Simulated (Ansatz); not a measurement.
Heat of formation of HI (hydrogen iodide) from total energies

The species is HI (2 atoms), meant as a singlet with charge 0. SMILES: `I`. The shape was relaxed beforehand at B3LYP/def2-SVP.

```xyz
2

I    -0.6902    0.2481   -0.3494
H     0.6902   -0.2481    0.3494
```

Total energies at BLYP/def2-TZVPP (core potential) (Ansatz 0.2.0); the atoms run unrestricted:

| species | state | energy (Eh) |
| --- | --- | --- |
| HI | singlet | -298.251112 |
| I | doublet | -297.628610 |
| H | doublet | -0.497552 |

Harmonic wavenumbers at PBE0-D4/def2-TZVP, in cm⁻¹: 2344.

Measured heats of formation of the gaseous atoms at 298.15 K, in kJ/mol: I 106.8, H 218.0. Spin-orbit lowering of the atoms at 298 K (mean of the ground term's levels less their thermal mean, from spectra), in kJ/mol: I 30.32. Take 1 Eh = 2625.50 kJ/mol, 1 cm⁻¹ = 0.0119627 kJ/mol, RT = 2.479 kJ/mol.

Question: Work out the heat of formation of the gas at 298 K.

Answer: 
1. Electronic atomisation energy: (-297.628610) + (-0.497552) − (-298.251112) = 0.124950 Eh = 328.1 kJ/mol.
2. Zero-point energy: half the sum of the wavenumbers, 1172 cm⁻¹ = 14.0 kJ/mol.
3. Thermal vibrational enthalpy, Σ hcν̃/(exp(hcν̃/kT) − 1): 0.0 kJ/mol. Translation, rotation and pV of a linear molecule: 3.5 RT = 8.7 kJ/mol.
4. The 2 free atoms carry 5/2 RT each: 12.4 kJ/mol.
5. Spin-orbit coupling lowers the free atoms by 30.32 = 30.3 kJ/mol.
6. Atomisation enthalpy at 298 K: 328.1 − 30.3 − 14.0 − 0.0 − 8.7 + 12.4 = 287.5 kJ/mol.
7. Sum of the atoms' heats of formation: 324.8 kJ/mol. Heat of formation: 324.8 − 287.5 = +37.3 kJ/mol.

The tabulated value is +26.5 kJ/mol (Active Thermochemical Tables), so this level is off by +10.8 kJ/mol, or 3.6 % of the atomisation enthalpy. Anharmonicity and any spin-orbit splitting of the molecule are left out.
